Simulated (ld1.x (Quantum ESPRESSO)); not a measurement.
# boron (B): one change to an ultrasoft potential, before and after

* Element: boron
* Generator: ld1.x (Quantum ESPRESSO) 7.5
* Type: ultrasoft
* Functional: PBE
* Relativity: scalar-relativistic
* Frozen core: [He]
* Valence charge: 3
* Reference configuration: 2s1.5 2p1.5
* Partial waves: 2s (bound): rcut 1.00, rcutus 1.35 bohr; 2s channel at 1.3 Ry: rcut 1.00, rcutus 1.35 bohr; 2p (bound): rcut 3.00, rcutus 3.25 bohr; 2p channel at 1.85 Ry: rcut 3.00, rcutus 3.25 bohr; 3d channel at -0.1 Ry: rc 2.75 bohr
* Local potential: the d channel
* Core correction: none
* Augmentation charge: PSQ, radius 0.85 bohr

All-electron outer shells of the reference configuration (PBE, scalar-relativistic, ld1.x):

```tsv
shell	level (eV)	outermost node (bohr)	outermost maximum (bohr)
1s	-181.19	–	0.21
2s	-9.69	0.46	1.52
2p	-3.84	–	1.57
```

Change: waves 2p (bound): rcut 2.00, rcutus 2.12 bohr; 2p channel at 1.85 Ry: rcut 2.00, rcutus 2.12 bohr.

Cutoffs: the cutoffs (Ry, on a coarse ladder) from which the occupation-weighted sum of valence levels, in a spherical-Bessel basis at the reference potential, stays within 10 and 1 mRy of its value at 400 Ry; they do not see the model core or the augmentation charge, which bear on the density cutoff. Errors are all-electron minus pseudo energies relative to the spin-unpolarised reference configuration.

**Question.** How do hardness, ghosts and transferability respond?

**Answer.** The potential gets harder (12 Ry and 18 Ry → 15 Ry and 21 Ry); of the 7 tests that both files solve, the error grows in 0 and shrinks in 1 by more than 15 % and 0.3 meV (median size 15.6 → 17.4 meV); neither file shows a bound ghost. A smaller radius makes the pseudo-wave follow the all-electron one further in, where it bends more sharply, so more plane waves are needed.

```tsv
quantity	base	changed
cutoff, loose	12 Ry	15 Ry
cutoff, tight	18 Ry	21 Ry
loose cutoff by channel (10 mRy a level)	s 10 Ry, p 6 Ry	s 10 Ry, p 10 Ry
bound ghosts	none	none
error for 2s2 2p1, meV [ΔE -2.92 eV]	+14	+15
error for 2s2 2p0, meV [ΔE 5.30 eV]	+100	+103
error for 2s1 2p0, meV [ΔE 30.72 eV]	+129	+131
error for 2s2 2p0.5, meV [ΔE -0.03 eV]	+38	+40
error for 2s1 2p2, meV [ΔE 2.93 eV]	+16	+17
error for 2s1 2p1, meV [ΔE 11.44 eV]	+2.1	+1.5
error for 2s2 2p1.3, meV [ΔE -3.66 eV]	+8.8	+9.1
lowest overlap eigenvalue by channel	s 0.66, p 0.79	s 0.66, p 0.54
```
